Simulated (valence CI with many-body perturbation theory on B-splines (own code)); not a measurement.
Tm XLVII: one-electron terms

Method: configuration interaction combined with many-body perturbation theory (CI+MBPT): five valence electrons over a frozen Dirac-Fock core [Ar], a basis of 7 s, 7 p, 8 d, 6 f, 4 g, 1 h functions for each j, with the one-electron correlation potential Σ1, the two-electron term Σ2, the three-electron term Σ3, Breit, model QED; selected CI, second order for the rest (own B-spline code, finite nucleus).

No measured spectrum was set against this ion. As an estimate, large intervals hold to a few tenths of a per cent, small ones and those within an open d or f shell to about a per cent. Only levels of the ground parity were solved; by the run's estimate the other parity begins above the list, which can be wrong where configurations are misplaced.

These are the spectroscopic orbitals of the CI (the correlating ones are not listed), shaped by the core and the other valence electrons. h is the expectation value of the core's Dirac-Fock operator, without the valence repulsion; Σ1 is computed up to l = 3 at one energy for each symmetry, that of its lowest orbital but kept below the first core excitation, so for empty shells it is not the orbital's own correlation shift; Breit and QED include the response of the core.

| Orbital | h (hartree) | Σ1 (cm⁻¹) | Breit (cm⁻¹) | QED (cm⁻¹) | ⟨r⟩ (bohr) |
| --- | --- | --- | --- | --- | --- |
| 4s1/2 | -97.866 | -7883 | 11370 | 8676 | 0.4107 |
| 5s1/2 | -60.118 | -3038 | 5525 | 4301 | 0.6681 |
| 6s1/2 | -40.673 | -1527 | 3032 | 2407 | 0.9912 |
| 4p1/2 | -95.052 | -10548 | 18070 | 177 | 0.4049 |
| 5p1/2 | -58.721 | -3854 | 8979 | 98.1 | 0.6666 |
| 6p1/2 | -39.883 | -1899 | 4994 | 57.7 | 0.9940 |
| 4p3/2 | -91.637 | -9773 | 10674 | 983 | 0.4214 |
| 5p3/2 | -57.059 | -3729 | 5356 | 503 | 0.6869 |
| 6p3/2 | -38.951 | -1868 | 3243 | 287 | 1.018 |
| 3d3/2 | -163.84 | -21555 | 23940 | -1768 | 0.1830 |
| 4d3/2 | -87.749 | -10495 | 8853 | -499 | 0.3983 |
| 5d3/2 | -55.172 | -4059 | 4313 | -227 | 0.6736 |
| 3d5/2 | -161.74 | -19712 | 12624 | -615 | 0.1866 |
| 4d5/2 | -86.966 | -10015 | 4696 | -101 | 0.4027 |
| 5d5/2 | -54.781 | -3835 | 2267 | -33.3 | 0.6790 |
| 4f5/2 | -83.409 | -25878 | 1277 | -342 | 0.3599 |
| 5f5/2 | -53.139 | -10320 | 566 | -162 | 0.6429 |
| 4f7/2 | -83.125 | -20916 | -40.7 | -178 | 0.3618 |
| 5f7/2 | -52.987 | -8322 | 27.0 | -78.5 | 0.6452 |
| 5g7/2 | -52.005 |  | 105 | -45.2 | 0.5784 |
| 5g9/2 | -51.934 |  | -36.4 | -4.6 | 0.5796 |

Among the shells of the start configuration 3d5, Σ1 is largest in size for 3d3/2, where it is 0.060 % of h.

Lowest root of each symmetry, sizes in configuration state functions:

```json
{"J": "1/2", "Parity": "even", "Roots": "4", "Reference": "39", "Variational": "17643", "Second order": "1896", "Change by selected CI (cm⁻¹)": "-21747", "Change by second order (cm⁻¹)": "-2"}
{"J": "3/2", "Parity": "even", "Roots": "7", "Reference": "67", "Variational": "25054", "Second order": "216175", "Change by selected CI (cm⁻¹)": "-20514", "Change by second order (cm⁻¹)": "-41"}
{"J": "5/2", "Parity": "even", "Roots": "10", "Reference": "81", "Variational": "26594", "Second order": "167747", "Change by selected CI (cm⁻¹)": "-20209", "Change by second order (cm⁻¹)": "-108"}
{"J": "7/2", "Parity": "even", "Roots": "7", "Reference": "72", "Variational": "24072", "Second order": "115336", "Change by selected CI (cm⁻¹)": "-19739", "Change by second order (cm⁻¹)": "-237"}
{"J": "9/2", "Parity": "even", "Roots": "5", "Reference": "56", "Variational": "24080", "Second order": "19943", "Change by selected CI (cm⁻¹)": "-20422", "Change by second order (cm⁻¹)": "-209"}
{"J": "11/2", "Parity": "even", "Roots": "3", "Reference": "35", "Variational": "24464", "Second order": "11790", "Change by selected CI (cm⁻¹)": "-19647", "Change by second order (cm⁻¹)": "-43"}
{"J": "13/2", "Parity": "even", "Roots": "1", "Reference": "18", "Variational": "19560", "Second order": "6638", "Change by selected CI (cm⁻¹)": "-18890", "Change by second order (cm⁻¹)": "-8"}
```
